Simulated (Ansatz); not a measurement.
C$_{5}$H$_{5}$N, charge -1, doublet, at a GFN2-xTB geometry (a state made from the parent by changing its charge; the spin is typed, not shown lowest) (a gas-phase anion, which may not be bound at this level); Ansatz (an electronic-structure program) with CAM-B3LYP/STO-3G.

Ansatz was given this input:
Ansatz 0.2 input:
```yaml
crystal:
  periodic: [false, false, false]
  atoms:
    - {symbol: C, position_ang: [-0.46926224, 1.33866977, 0.04416804]}
    - {symbol: C, position_ang: [-1.34063257, 0.23148516, -0.15690653]}
    - {symbol: C, position_ang: [-0.83980818, -1.03142517, -0.19098206]}
    - {symbol: N, position_ang: [0.48338475, -1.37895722, -0.04549729]}
    - {symbol: C, position_ang: [1.30347217, -0.29127439, 0.14734094]}
    - {symbol: C, position_ang: [0.90633428, 1.00744257, 0.19778368]}
    - {symbol: H, position_ang: [-0.82752945, 2.36070275, 0.07788898]}
    - {symbol: H, position_ang: [-2.41048909, 0.40080075, -0.28333621]}
    - {symbol: H, position_ang: [-1.50399295, -1.88567391, -0.34506022]}
    - {symbol: H, position_ang: [2.35844679, -0.55183637, 0.26463705]}
    - {symbol: H, position_ang: [1.63925076, 1.79931966, 0.35592693]}
basis:
  gaussian:
    orbitals: STO-3G
hamiltonian:
  xc: cam_b3lyp
total_charge: -1
magnetization: {spin_polarized: true, initial_magnetization: 1}
```

Problem. Write the output that Ansatz gives for this input, abridged.

Solution. 
```
Functional definition: CAM-B3LYP
496 factors; integrals over basis functions are off by at most 3.1e-5 eV
177 factors; integrals over basis functions are off by at most 3.5e-6 eV
mean field evaluation 1: about -6661.7525 eV, gradient 1.5e1 eV
mean field evaluation 2: about -6662.1858 eV, gradient 1.5e1 eV
mean field evaluation 4: about -6663.3862 eV, gradient 1.5e0 eV
mean field evaluation 8: about -6663.3246 eV, gradient 1.2e-1 eV
mean field evaluation 16: about -6663.3248 eV, gradient 2.0e-4 eV
mean field -6663.32482731 eV, -244.8726708400 hartree, gradient 3.0e-5 eV, S^2 0.770173; 1 other end points of the search recorded, 0 dependent functions left out
reference -6663.32491391 eV, -244.8726740222 hartree; 22, 21 occupied and 13, 14 virtual orbitals, 496 factors
Total energy: -6663.32491391 eV, -244.8726740222 hartree
```
